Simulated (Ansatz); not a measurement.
```yaml
crystal:
  periodic: [false, false, false]
  atoms:
    - {symbol: B, position_ang: [-2.595736, 1.045744, 0.544242]}
    - {symbol: B, position_ang: [-1.483927, -0.184294, 0.750025]}
    - {symbol: O, position_ang: [-0.157645, -0.037691, 0.502411]}
    - {symbol: C, position_ang: [0.797615, -1.123483, 0.653454]}
    - {symbol: Si, position_ang: [1.969363, -0.990936, -0.860032]}
    - {symbol: In, position_ang: [1.163519, 1.424668, -1.188941]}
    - {symbol: H, position_ang: [-3.187956, 1.193929, -0.486871]}
    - {symbol: H, position_ang: [-2.911035, 1.769879, 1.446188]}
    - {symbol: H, position_ang: [-1.865655, -1.268142, 1.130642]}
    - {symbol: H, position_ang: [0.251551, -2.064139, 0.749937]}
    - {symbol: H, position_ang: [1.347215, -0.946375, 1.581390]}
    - {symbol: H, position_ang: [1.580065, -2.007224, -1.878416]}
    - {symbol: H, position_ang: [3.360058, -1.300337, -0.425658]}
    - {symbol: H, position_ang: [1.828985, 2.683588, -0.208766]}
    - {symbol: H, position_ang: [-0.096428, 1.804813, -2.309593]}
basis:
  gaussian: {orbitals: x2c-TZVPPall, fitting: {mean_field: cc-pVTZ-jkfit}, point_charges: [{charge: 0.50, position_ang: [6.814, -0.323, 0.541]}]}
hamiltonian: {xc: {name: wPBEh}}
output: {forces: true}
```

```sh
$ ansatz run in.yaml --threads 2 --pin off --events-out ev --progress --plain --max-ram 22528MiB --backend cuda --devices 0, --max-vram 18GiB
```

Problem. How does Ansatz answer? (Estimate.)

Solution. Computed: The input was rejected before any iteration.
```
Functional definition: wPBEh
Error: <dir> the basis set cc-pVTZ-JKFIT has no functions for In
```
